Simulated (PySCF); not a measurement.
C₃H₁₁NO₂SSi₂.
Atom-mapped SMILES: `[CH3:1][S:2](=[O:3])(=[O:4])[C@H:5]1[CH2:6][SiH2:7][NH:8][SiH2:9]1`

Structure used (PBE0-D3(BJ)/def2-SVP), in Å, numbered top down from 1:
```
atom  x, y, z in Å
C1    -2.8828    0.5081   -0.5715
S2    -1.6999   -0.6928    0.0122
O3    -1.7518   -0.6806    1.4741
O4    -1.9326   -1.9343   -0.7308
C5    -0.0922   -0.1062   -0.4975
C6     0.4152    1.0983    0.2918
Si7    2.3070    1.0954    0.1914
N8     2.5583   -0.6163   -0.0103
Si9    1.1389   -1.5795   -0.3261
H10   -2.6699    1.4838   -0.1169
H11   -2.8498    0.5487   -1.6673
H12   -3.8586    0.1359   -0.2318
H13   -0.1766    0.0906   -1.5798
H14    0.1397    0.9583    1.3513
H15   -0.0311    2.0467   -0.0481
H16    2.9442    1.6440    1.4278
H17    2.8062    1.9106   -0.9635
H18    3.4818   -1.0330    0.0380
H19    1.2313   -2.3495   -1.5990
H20    0.7818   -2.5025    0.7866
```

NICS is the negative of the GIAO shielding at a point without a nucleus: at the ring centre (0) and 1 Å above and below it (1); zz is the component along the ring normal. Level: GIAO CAM-B3LYP/pcSseg-1 (PySCF, non-relativistic, gas phase) on the PBE0-D3(BJ)/def2-SVP geometry, one conformer.

Ring bond lengths (Å): C5–C6 1.527, C6–Si7 1.895, Si7–N8 1.742, N8–Si9 1.744, Si9–C5 1.928.

Give the NICS values of each ring in ppm.

```
            ring                                                      type  NICS(0)  NICS(1), two faces  NICS(1)zz, two faces  rms pucker (Å)  centre to ring atoms, mean (Å)
C5–C6–Si7–N8–Si9  5-membered ring with N and 2 Si; formal bonds all single     -5.4         -2.8 / -3.2            0.5 / -1.2            0.16                            1.49
```

What do they say, and how far can they be read as aromaticity?

- C5–C6–Si7–N8–Si9: mean NICS(1)zz -0.3 ppm, near zero. C5, C6, Si7, Si9 have four or more neighbours, so the value isn't read as a sign of a π ring current.

How do the values depend on the level or the medium?

| level | NICS(0), C5–C6–Si7–N8–Si9 | mean NICS(1)zz, C5–C6–Si7–N8–Si9 |
| --- | --- | --- |
| CAM-B3LYP/pcSseg-1, gas | -5.4 | -0.3 |
| PBE0/pcSseg-1, gas | -5.8 | -0.5 |
| PBE0/pcSseg-1, IEF-PCM benzene | -5.8 | -0.5 |
| PBE0/pcSseg-1, IEF-PCM methanol | -5.8 | -0.6 |

The geometry is the same throughout; the continuum's cavity takes Bondi-type radii × 1.2.
